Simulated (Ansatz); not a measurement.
Ansatz (a program for electronic structure) input (CCSD(T)/STO-3G):

Ansatz 0.2 input:
```yaml
crystal:
  periodic: [false, false, false]
  atoms:
    - {symbol: Si, position_ang: [-0.13923384, -0.60276652, -0.36877180]}
    - {symbol: N, position_ang: [-1.29949029, 0.09712437, 0.53807390]}
    - {symbol: Si, position_ang: [-2.88726859, 0.42890413, 0.79360477]}
    - {symbol: N, position_ang: [1.31606893, 0.41792830, -0.46115153]}
    - {symbol: Si, position_ang: [2.94540760, -0.05932187, -0.42867103]}
    - {symbol: H, position_ang: [0.44928100, -1.90600856, 0.12245615]}
    - {symbol: H, position_ang: [-0.50746420, -0.91620923, -1.79773223]}
    - {symbol: H, position_ang: [-3.59910100, -0.47126354, 1.77711512]}
    - {symbol: H, position_ang: [-3.80838420, 0.39128176, -0.40719237]}
    - {symbol: H, position_ang: [-3.14324424, 1.80197326, 1.36560176]}
    - {symbol: H, position_ang: [1.10923393, 1.38067994, -0.23387150]}
    - {symbol: H, position_ang: [3.45373694, -0.60726517, 0.86741374]}
    - {symbol: H, position_ang: [3.23363598, -1.11635413, -1.43711488]}
    - {symbol: H, position_ang: [3.83158302, 1.10237636, -0.74139956]}
basis:
  gaussian:
    orbitals: STO-3G
total_charge: -1
magnetization: {spin_polarized: false}
correlation: {method: ccsd_t, electrons: outside_noble_gas}
```

End of the output:

```
integrals: 0.01 GiB planned
552 factors; integrals over basis functions are off by at most 3.4e-5 eV
0.14 GiB of device memory are held for the factors and their scratch space
mean field: 0.19 GiB planned
mean field evaluation 1: about -26375.3741 eV, gradient 2.7e1 eV
mean field evaluation 2: about -26375.4773 eV, gradient 2.7e1 eV
mean field evaluation 4: about -26377.8808 eV, gradient 2.1e0 eV
mean field evaluation 8: about -26377.8984 eV, gradient 2.1e-2 eV
mean field evaluation 16: about -26377.7864 eV, gradient 4.1e-1 eV
mean field -26377.89840554 eV, -969.3698868217 hartree, gradient 8.9e-7 eV, S^2 0.000000; 0 other end points of the search recorded, 0 dependent functions left out
17 core orbitals not correlated
reference -26377.89840554 eV, -969.3698868217 hartree; 16, 16 occupied and 13, 13 virtual orbitals, 552 factors
second order -5.84176377 eV of doubles, -0.00000000 eV of singles
coupled cluster: 0.11 GiB planned
cycle   1  -6.79974781 eV  change   -9.6e-1 eV  update   1.1e-1
cycle   2  -7.31800690 eV  change   -5.2e-1 eV  update   3.6e-2
cycle   3  -7.45495789 eV  change   -1.4e-1 eV  update   1.6e-2
cycle   4  -7.45660610 eV  change   -1.6e-3 eV  update   2.7e-3
cycle   5  -7.45562409 eV  change    9.8e-4 eV  update   1.2e-3
cycle   6  -7.45541711 eV  change    2.1e-4 eV  update   4.1e-4
cycle   7  -7.45535693 eV  change    6.0e-5 eV  update   1.6e-4
cycle   8  -7.45531988 eV  change    3.7e-5 eV  update   6.2e-5
cycle   9  -7.45532920 eV  change   -9.3e-6 eV  update   2.0e-5
perturbative correction -0.19869341 eV, -0.0073018482 hartree
Total energy: -26385.55242815 eV, -969.6511669648 hartree
```

It need not be the lowest isomer of its formula. Whether it binds its extra electron was not tested at this geometry.
